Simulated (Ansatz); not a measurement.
`[CH3][K]` → `[CH2]` (triplet) + `[KH]`  (formal loss of a carbene)

Computed with Ansatz on PBE0-D4/def2-TZVP structures; ΔE is electronic, products minus reactants. CCSD(T)/CBS adds triple-zeta CCSD(T) − MP2 to the extrapolated MP2 energy (def2 sets, frozen cores). This one scheme is used for every species. Functionals use def2-TZVPP. Triplets are unrestricted, without spin–orbit coupling. For K outer-core shells are correlated without core-valence functions, which leaves a few kJ/mol of doubt a bond. Scalar relativity is left out up to krypton.

```
      level  ΔE (kJ/mol)
    PBE0-D4        429.9
 r2SCAN0-D4        405.7
    r2SCANh        409.7
HF/def2-SVP        274.8
```

(1) What does CCSD(T)/CBS give? (An estimate is asked.)

Largest T1 diagnostic among the species: 0.017.

Results:

(1) Computed: +441.8 kJ/mol. The listed levels differ from it by -11.9, -36.1, -32.1, -167.0 kJ/mol.

In def2-TZVPP, CCSD(T) changes the Hartree–Fock value by +154.6 kJ/mol (the triples alone add +13.4 kJ/mol) and MP2 by +174.4 kJ/mol. From PBE to PBE0 (25 % exact exchange), in def2-TZVPP and without D4, ΔE moves by −15.3 kJ/mol. At CCSD(T), def2-SVP lies −33.9 kJ/mol from the extrapolated value and def2-TZVPP −13.6 kJ/mol.
